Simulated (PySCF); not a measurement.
Method: PBE0/[Bi def2-TZVP with ECP60, F def2-TZVP], scalar-relativistic core potentials, density fitting, no spin–orbit coupling, PySCF. Open shells, if any, are unrestricted.

Question: What shape and geometry does isolated singlet BiF₃ take (every ligand bound to Bi)?

Answer: Counting electrons, bismuth keeps 2 of its valence electrons outside its bonds, so the VSEPR class is AX3E1 and the expected shape is trigonal pyramidal (C3v), as computed. The angle of 95° is close to 90°: the heavy centre bonds with nearly pure p orbitals and keeps its lone pair s-like. The lowest minimum found is a singlet of C3v symmetry with Bi–F 1.987 Å (×3); F–Bi–F 95.4° (×3). Its harmonic wavenumbers are 172 (e), 193 (a1), 583 (e), 609 (a1) cm⁻¹ and its dipole moment is 5.07 D.

Spin–orbit coupling, left out here, can matter for elements this heavy.
